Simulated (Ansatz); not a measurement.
Start from `[CH3][GeH]([Cl])[Cl]` and change one atom or group to get `[CH3][GeH]([CH3])[Cl]`.

Ansatz, PBE0-D4/def2-TZVP geometries, multiplicity 1. 

Scalar relativity is left out up to krypton.

```csv
property,`[CH3][GeH]([Cl])[Cl]`
size of the dipole moment (PBE/def2-TZVPP) / D,2.62
HOMO energy (PBE0/def2-TZVPP) / eV,-8.73
HOMO energy (PBE/def2-TZVPP) / eV,-7.38
size of the dipole moment (B3LYP/def2-TZVPP) / D,2.69
zero-point energy (PBE0-D4/def2-TZVP) / kJ/mol,124.9
HOMO–LUMO gap (PBE/def2-TZVPP) / eV,6.07
```

(1) What does the change do to each property? (Estimate.)

Results:

(1) Ansatz gave: 
| property | `[CH3][GeH]([CH3])[Cl]` | shift |
| --- | --- | --- |
| size of the dipole moment (PBE/def2-TZVPP) / D | 2.60 | -0.02 |
| HOMO energy (PBE0/def2-TZVPP) / eV | -8.27 | 0.46 |
| HOMO energy (PBE/def2-TZVPP) / eV | -6.94 | 0.44 |
| size of the dipole moment (B3LYP/def2-TZVPP) / D | 2.66 | -0.03 |
| zero-point energy (PBE0-D4/def2-TZVP) / kJ/mol | 216.9 | 92.0 |
| HOMO–LUMO gap (PBE/def2-TZVPP) / eV | 6.55 | 0.48 |

With PBE0 the HOMO rises by 0.46 eV and the LUMO rises by 0.88 eV, so the gap widens by about 0.42 eV. PBE moves the HOMO by 0.44 eV and ωB97M-V by 0.44 eV. The zero-point energy changes by 92.0 kJ/mol with +9 modes. Dipoles are sizes alone; their direction can turn.

B3LYP here is the variant with VWN-RPA as its local correlation; programs differ in this.
